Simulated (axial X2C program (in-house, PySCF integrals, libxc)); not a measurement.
## SbS⁻: properties at the nuclei

Calculated with an in-house all-electron X2C program for linear molecules (integrals from PySCF): two-component X2C with atomic mean-field Coulomb and Gaunt terms, Gaussian nuclei, basis Sb dyall-acv3z, S dyall-av3z with contracted cores.

R = 2.312 Å (near the PBE0 minimum at charge -1 of the determinant lowest at the starting distance; the state shown can have its own minimum elsewhere).

Determinant lowest in the PBE0 search, Ω = 1 (⟨Sz⟩ = 1.00, ⟨Lz⟩ = 0.00 at PBE0), spin on the atoms Sb 0.80, S 0.20:

```
 level  Eeff magnitude (GV/cm)  Ws magnitude Sb (kHz)  A∥/gI Sb (MHz)  qzz Sb (a.u.)  A∥/gI S (MHz)  qzz S (a.u.)
  PBE0                   0.158                  0.296            -749           0.32          -58.4          1.23
    HF                    2.45                   1.66            -738          -0.91         -0.148          1.57
   PBE                   0.281                 0.0243            -725           0.57          -70.7          1.12
  BP86                   0.389                  0.038            -684           0.68          -70.4          1.10
r2SCAN                   0.869                  0.703            -714           0.48          -33.9          1.18
```

Determinant 0.30 eV from it at PBE0 and this distance, Ω = 0 (closed shell), highest spinor 56% Sb p, 23% S p, 9% Sb d:

```
 level  qzz Sb (a.u.)  qzz S (a.u.)
  PBE0           0.89          1.14
    HF          -0.32          1.39
   PBE           1.13          1.05
  BP86           1.20          1.05
r2SCAN           1.26          1.04
```

Eeff is the effective electric field on the electron electric dipole moment in this Ω state and Ws the scalar–pseudoscalar constant of the nucleus named (defined with the proton number Z and per Ω); A∥ (defined per Ω) follows by multiplying with gI = μI/(I μN); qzz is the electric field gradient, eQq0 = 234.96 MHz × Q/barn × qzz. The operators were transformed with the bare-nucleus X2C matrices; with these basis sets, hyperfine constants and field gradients can be off by tens of per cent, and where levels differ in sign neither size nor sign is settled.

(1) With gI(121Sb) = 1.3454, Q(33S) = -0.0694 barn (g factors from the IAEA table of nuclear moments by Stone; Q from Pyykkö, Mol. Phys. 2018), turn the PBE0 values of the first state into constants in MHz.

Each state is one determinant with collinear spin, which with several unpaired electrons need not be a pure state. Unrestricted Hartree–Fock can overshoot spin polarisation at the nuclei. In the state Ω = 1 the sign of Eeff differs between levels (PBE, BP86 against PBE0). For an anion, determinants above electron detachment, or with a positive highest level, are held by the basis set. A closed determinant beside an open π² or δ² triplet, such as (π1/2)², mixes with its partner pair into the 0⁺ component of the triplet and ¹Σ⁺, so its energy is not that of a level, and 0⁺ can lie lowest. With several open shells hyperfine constants can be off by a factor of several. Where Eeff spreads by more than a factor of two the levels disagree and none is to be relied on. Open-shell Ω = 0 determinants with evenly filled partner blocks cannot be reached by this program, so the Ω shown need not be the lowest component. States lie within half an eV, so the first need not be the ground state. The sign of Ws at Sb differs between levels in the first state. Further determinants of the search, some of them spin-mixed, are not shown. Where a field gradient or hyperfine factor spreads by more than a factor of two over the levels, a constant derived from it is not to be relied on. PBE0 term energies can be off by some tenths of an eV.

Answers

(1) A∥(121Sb) = -749 × 1.3454 = -1010 MHz; eQq0(33S) = 234.96 × (-0.0694) × (1.23) = -20.1 MHz.
